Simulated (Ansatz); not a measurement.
This geometry of AlF$_{3}$H$_{2}$S (7 atoms, charge 0, multiplicity 1) is a first-order saddle point.

These are results of Ansatz, RKS PBE0/6-31G, not measurements.

```xyz
7
Properties=species:S:1:pos:R:3
F -0.248 -1.411 1.816
Al 0.349 -1.139 0.257
F -0.600 -1.586 -1.079
F 2.033 -1.104 0.089
S -0.330 1.237 -0.214
H -0.056 2.428 0.371
H -1.148 1.576 -1.239
```

Problem. Which two structures does it join? (They come from a converged band through this point; their orientation in space is the band's.)

Solution. No bond is made or broken. The height of S5 over the plane of its neighbours goes from -0.72 to 0.72 Å. The two ends are copies of one structure, up to a mirror image or an exchange of like atoms. The height can change sign by an inversion or by a turn that exchanges like atoms.

First end point:

```xyz
7
Properties=species:S:1:pos:R:3
F -0.555 -0.981 1.574
Al 0.318 -1.043 0.118
F -0.410 -1.835 -1.191
F 2.007 -0.974 0.222
S -0.101 1.315 -0.637
H 0.201 2.073 0.462
H -1.461 1.445 -0.549
```

Last end point:

```xyz
7
Properties=species:S:1:pos:R:3
F -0.261 -1.298 1.806
Al 0.206 -1.059 0.195
F -0.616 -1.871 -1.045
F 1.825 -0.635 -0.092
S -0.810 1.212 -0.145
H -0.040 2.035 0.632
H -0.305 1.615 -1.351
```

Problem. How far does it lie above each of them?

Solution. 6.3 kcal/mol above the first and 6.3 kcal/mol above the second. This is the barrier of this one path; another mechanism may lie lower. Limits of this set-up: no polarisation functions.

Time of the run: 9.3 min on 1 thread of Intel(R) Xeon(R) Processor @ 2.50GHz (Skylake/Cascade Lake), on a shared host, peak memory 0.14 GiB.
